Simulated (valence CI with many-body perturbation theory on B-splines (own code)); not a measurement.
Bi XII: E2, M1 decay

Computed by valence CI with perturbative core correlation (CI+MBPT): four valence electrons over a frozen Dirac-Fock core [Xe] 4f14, a basis of 7 s, 7 p, 8 d, 6 f, 4 g, 1 h functions for each j, with the one-electron correlation potential Σ1, the two-electron term Σ2, the three-electron term Σ3, Breit, model QED; selected CI, second order for the rest, scaled by the run's own slope (own B-spline code, finite nucleus).

No measured spectrum was set against this ion. As an estimate, terms of the open shell hold to 2 to 4 % of their energy, and close levels can change places. Excitations out of the core, of the other parity, are not computed and may begin above about 52.4 eV (a cautious bound); beyond it only levels of the ground parity were kept, without lifetimes.

Lines 51 to 100 of 120 in falling wavelength, among levels below 422720 cm⁻¹, chosen from the decays that carry over 1 % of a level's rate. Wavelengths and rates use the calculated energies, so an error of 2000 cm⁻¹ moves a line at 2739 Å by 5.5 % and its rate by three times that or more. Electric multipoles are in the length gauge, E1 and E2 with the static RPA response of the core. Weak lines are less certain than strong ones. Lines between different terms over intervals too small for the method are left out, as are lines whose strength nearly cancels.

Levels are named by their leading jj configuration (3d3/2^4 stands for four electrons in 3d with j = 3/2), which in mixed levels can hold well under half, so a name can repeat and another be missing. Letters in brackets count levels of one name in rising energy.

| λ vac (Å) | Upper | Lower | Type | A (s⁻¹) | Branch % |
| --- | --- | --- | --- | --- | --- |
| 2739 | (5d3/2^2 5d5/2^2) J=4 [c] | (5d3/2^2 5d5/2^2) J=5 | M1 | 3.05e+01 | 4.5 |
| 2713 | (5d3/2^2 5d5/2^2) J=1 | (5d3/2^3 5d5/2) J=2 | M1 | 7.08e+02 | 92.5 |
| 2696 | (5d3/2 5d5/2^3) J=6 | (5d3/2^2 5d5/2^2) J=5 | M1 | 3.44e+02 | 56.1 |
| 2680 | (5d3/2 5d5/2^3) J=2 [a] | (5d3/2^2 5d5/2^2) J=3 [b] | M1 | 2.50e+02 | 19.4 |
| 2671 | (5d3/2 5d5/2^3) J=2 [a] | (5d3/2^2 5d5/2^2) J=2 [b] | M1 | 1.38e+02 | 10.7 |
| 2638 | (5d3/2^2 5d5/2^2) J=4 [b] | (5d3/2^3 5d5/2) J=3 | M1 | 6.31e+01 | 54.0 |
| 2637 | (5d3/2 5d5/2^3) J=3 [b] | (5d3/2^2 5d5/2^2) J=3 [b] | M1 | 3.27e+02 | 32.9 |
| 2629 | (5d3/2 5d5/2^3) J=3 [b] | (5d3/2^2 5d5/2^2) J=2 [b] | M1 | 1.74e+02 | 17.5 |
| 2618 | (5d3/2^2 5d5/2^2) J=2 [d] | (5d3/2^2 5d5/2^2) J=1 | M1 | 1.61e+01 | 4.1 |
| 2589 | (5d3/2 5d5/2^3) J=4 [b] | (5d3/2 5d5/2^3) J=3 [a] | M1 | 1.09e+02 | 6.6 |
| 2563 | (5d3/2^2 5d5/2^2) J=2 [b] | (5d3/2^3 5d5/2) J=3 | M1 | 2.73e+00 | 1.8 |
| 2555 | (5d3/2^2 5d5/2^2) J=3 [b] | (5d3/2^3 5d5/2) J=3 | M1 | 3.11e+01 | 7.9 |
| 2555 | (5d3/2 5d5/2^3) J=3 [b] | (5d3/2^2 5d5/2^2) J=4 [b] | M1 | 1.24e+02 | 12.4 |
| 2549 | (5d3/2^2 5d5/2^2) J=4 [b] | (5d3/2^3 5d5/2) J=4 | M1 | 6.01e+00 | 5.1 |
| 2544 | (5d3/2 5d5/2^3) J=3 [c] | (5d3/2^2 5d5/2^2) J=2 [c] | M1 | 1.95e+02 | 24.3 |
| 2523 | (5d3/2 5d5/2^3) J=1 [b] | (5d3/2^2 5d5/2^2) J=2 [c] | M1 | 2.71e+02 | 19.4 |
| 2472 | (5d3/2^2 5d5/2^2) J=3 [b] | (5d3/2^3 5d5/2) J=4 | M1 | 3.28e+02 | 82.8 |
| 2461 | (5d3/2 5d5/2^3) J=1 [a] | (5d3/2^2 5d5/2^2) J=2 [a] | M1 | 5.77e+02 | 29.6 |
| 2436 | (5d3/2^2 5d5/2^2) J=2 [a] | (5d3/2^3 5d5/2) J=1 | M1 | 6.12e+02 | 75.2 |
| 2382 | (5d3/2^2 5d5/2^2) J=4 [c] | (5d3/2^2 5d5/2^2) J=3 [a] | M1 | 2.23e+02 | 33.2 |
| 2342 | (5d3/2 5d5/2^3) J=3 [c] | (5d3/2 5d5/2^3) J=4 [a] | M1 | 1.42e+02 | 17.8 |
| 2315 | (5d3/2 5d5/2^3) J=0 | (5d3/2^2 5d5/2^2) J=1 | M1 | 9.94e+02 | 85.2 |
| 2280 | (5d3/2 5d5/2^3) J=5 | (5d3/2^2 5d5/2^2) J=4 [a] | M1 | 8.48e+01 | 13.3 |
| 2223 | (5d3/2^2 5d5/2^2) J=2 [b] | (5d3/2^3 5d5/2) J=2 | M1 | 5.05e+01 | 34.1 |
| 2217 | (5d3/2^2 5d5/2^2) J=3 [b] | (5d3/2^3 5d5/2) J=2 | M1 | 2.24e+01 | 5.7 |
| 2201 | (5d3/2 5d5/2^3) J=4 [b] | (5d3/2 5d5/2^3) J=4 [a] | M1 | 6.96e+02 | 41.9 |
| 2196 | (5d3/2^2 5d5/2^2) J=4 [c] | (5d3/2^2 5d5/2^2) J=4 [a] | M1 | 3.29e+02 | 48.9 |
| 2195 | (5d3/2 5d5/2^3) J=2 [a] | (5d3/2^2 5d5/2^2) J=1 | M1 | 2.59e+02 | 20.2 |
| 2170 | (5d3/2^2 5d5/2^2) J=2 [d] | (5d3/2^2 5d5/2^2) J=3 [a] | M1 | 1.48e+01 | 3.8 |
| 2168 | (5d3/2^2 5d5/2^2) J=2 [d] | (5d3/2^2 5d5/2^2) J=2 [a] | M1 | 8.00e+00 | 2.0 |
| 2134 | (5d3/2 5d5/2^3) J=1 [a] | (5d3/2^2 5d5/2^2) J=0 [a] | M1 | 7.34e+02 | 37.6 |
| 1980 | (5d3/2 5d5/2^3) J=4 [a] | (5d3/2^3 5d5/2) J=3 | M1 | 1.97e+02 | 20.8 |
| 1871 | (5d3/2 5d5/2^3) J=2 [a] | (5d3/2^2 5d5/2^2) J=3 [a] | M1 | 4.15e+02 | 32.3 |
| 1856 | (5d3/2^2 5d5/2^2) J=2 [c] | (5d3/2^3 5d5/2) J=3 | M1 | 9.08e+02 | 77.5 |
| 1850 | (5d3/2 5d5/2^3) J=3 [b] | (5d3/2^2 5d5/2^2) J=3 [a] | M1 | 1.29e+02 | 13.0 |
| 1848 | (5d3/2 5d5/2^3) J=3 [b] | (5d3/2^2 5d5/2^2) J=2 [a] | M1 | 1.80e+01 | 1.8 |
| 1835 | (5d3/2 5d5/2^3) J=1 [b] | (5d3/2^2 5d5/2^2) J=2 [b] | M1 | 3.72e+01 | 2.7 |
| 1809 | (5d3/2 5d5/2^3) J=3 [c] | (5d3/2^2 5d5/2^2) J=4 [b] | M1 | 2.63e+01 | 3.3 |
| 1761 | (5d3/2 5d5/2^3) J=4 [b] | (5d3/2^2 5d5/2^2) J=3 [b] | M1 | 2.08e+02 | 12.5 |
| 1751 | (5d3/2^2 5d5/2^2) J=2 [b] | (5d3/2^3 5d5/2) J=1 | M1 | 5.85e+01 | 39.5 |
| 1745 | (5d3/2 5d5/2^3) J=3 [a] | (5d3/2^3 5d5/2) J=3 | M1 | 7.39e+01 | 5.1 |
| 1735 | (5d3/2 5d5/2^3) J=3 [b] | (5d3/2^2 5d5/2^2) J=4 [a] | M1 | 1.61e+02 | 16.2 |
| 1671 | (5d3/2^2 5d5/2^2) J=2 [c] | (5d3/2^3 5d5/2) J=2 | M1 | 1.46e+02 | 12.4 |
| 1597 | (5d3/2 5d5/2^3) J=1 [b] | (5d3/2^2 5d5/2^2) J=1 | M1 | 1.40e+02 | 10.0 |
| 1581 | (5d3/2 5d5/2^3) J=3 [a] | (5d3/2^3 5d5/2) J=2 | M1 | 1.76e+02 | 12.2 |
| 1548 | (5d3/2 5d5/2^3) J=5 | (5d3/2^3 5d5/2) J=4 | M1 | 1.07e+01 | 1.7 |
| 1545 | (5d3/2 5d5/2^3) J=3 [c] | (5d3/2^2 5d5/2^2) J=5 | E2 | 9.47e+00 | 1.2 |
| 1539 | (5d3/2^2 5d5/2^2) J=4 [c] | (5d3/2^3 5d5/2) J=3 | M1 | 5.11e+01 | 7.6 |
| 1526 | (5d3/2^2 5d5/2^2) J=0 [b] | (5d3/2^2 5d5/2^2) J=1 | M1 | 1.75e+02 | 24.7 |
| 1482 | (5d3/2 5d5/2^3) J=4 [b] | (5d3/2^2 5d5/2^2) J=5 | M1 | 4.28e+02 | 25.8 |
